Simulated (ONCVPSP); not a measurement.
**Cd (Z = 48), ONCV: configuration errors across variants**

```json
{"Element": "Cd", "Generator": "ONCVPSP 4.0.1", "Type": "optimised norm-conserving Vanderbilt (ONCV)", "Functional": "LDA (Perdew-Wang 92)", "Relativity": "scalar-relativistic", "Frozen core": "[Ar] 3d10 4s2", "Valence charge": "18", "Reference configuration": "4p6 4d10 5s2", "Partial waves": "5s: rc 1.95 bohr, ncon 5, nbas 9, qcut 3.3 1/bohr, 2 projectors, debl 1.1 Ha; 4p: rc 1.10 bohr, ncon 4, nbas 8, qcut 7.3 1/bohr, 2 projectors, debl 1.5 Ha; 4d: rc 1.10 bohr, ncon 4, nbas 9, qcut 16.8 1/bohr, local", "Local potential": "the d channel", "Core correction": "none"}
```

In the p channel the program set the typed energies aside and used -2.462, 0.250 Ha.

All-electron excitation energies from the reference (eV): (1) 4p6 4d10 5s1 9.622; (2) 4p6 4d10 5s0 27.136; (3) 4p6 4d10 5s0 5p1 15.529.

2 further variants failed, have other tests or too few solved ones, and are left out.

A true bound ghost makes a file unfit for plane-wave use even where its test errors are small: the radial tests pick states by their node count and pass the ghost by.

Errors AE − PS in meV (a dash: test not solved or not reliable):

```json
{"change": "base", "(1)": "-6.3", "(2)": "-32", "(3)": "-26", "bound ghosts": "s", "GHOST(+) flags above zero": "s"}
{"change": "s: qcut 2.6", "(1)": "-6.2", "(2)": "-30", "(3)": "-24", "bound ghosts": "s", "GHOST(+) flags above zero": "s"}
{"change": "s: qcut 3", "(1)": "-6.2", "(2)": "-31", "(3)": "-25", "bound ghosts": "s", "GHOST(+) flags above zero": "none"}
{"change": "s: qcut 3.8", "(1)": "-6.2", "(2)": "-31", "(3)": "-25", "bound ghosts": "s", "GHOST(+) flags above zero": "s"}
```

Problem. Give the same row for: s: qcut 2.

Solution. -5.7, -27, -22; bound ghosts: s; GHOST(+) flags above zero: s.
